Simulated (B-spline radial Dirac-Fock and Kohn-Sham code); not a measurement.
Elastic and transport cross sections of lanthanum for electrons

Method: relativistic (Dirac) partial waves in the static field of the Dirac-Fock atom with Furness-McCarthy exchange, without polarisation or absorption potentials. Computed with a radial finite-basis atomic code. σ_tr1 and σ_tr2 weight the cross section with 1 − P₁ and 1 − P₂ of cos θ; "backward" is the share scattered beyond 90°.

| energy (eV) | σ (a₀²) | σ_tr1 (a₀²) | σ_tr2 (a₀²) | σ/σ_tr1 | backward (%) |
| --- | --- | --- | --- | --- | --- |
| 1160 | 13.6 | 1.95 | 1.92 | 6.99 | 5.9 |
| 1220 | 13.3 | 1.84 | 1.83 | 7.21 | 5.6 |
| 1280 | 12.9 | 1.74 | 1.75 | 7.43 | 5.4 |
| 1500 | 11.9 | 1.44 | 1.52 | 8.23 | 4.7 |
| 1530 | 11.8 | 1.41 | 1.49 | 8.34 | 4.6 |
| 2000 | 10.1 | 1.01 | 1.17 | 10.0 | 3.6 |
| 2140 | 9.77 | 0.928 | 1.09 | 10.5 | 3.4 |
| 2920 | 8.19 | 0.617 | 0.805 | 13.3 | 2.6 |
| 3000 | ? | ? | ? | ? | ? |
| 3560 | 7.30 | 0.472 | 0.655 | 15.5 | 2.2 |
| 3980 | 6.84 | 0.404 | 0.581 | 16.9 | 2.0 |
| 5000 | 5.96 | 0.293 | 0.450 | 20.3 | 1.6 |
| 5720 | 5.49 | 0.242 | 0.385 | 22.7 | 1.4 |
| 7250 | 4.74 | 0.171 | 0.289 | 27.6 | 1.0 |
| 8000 | 4.45 | 0.148 | 0.256 | 30.0 | 0.93 |

Problem. Fill in the row for 3 keV.

Solution. σ = 8.07 a₀², σ_tr1 = 0.595 a₀², σ_tr2 = 0.783 a₀², σ/σ_tr1 = 13.6, backward 2.6 %. The ratio σ/σ_tr1 is roughly the number of elastic collisions that randomise the direction.
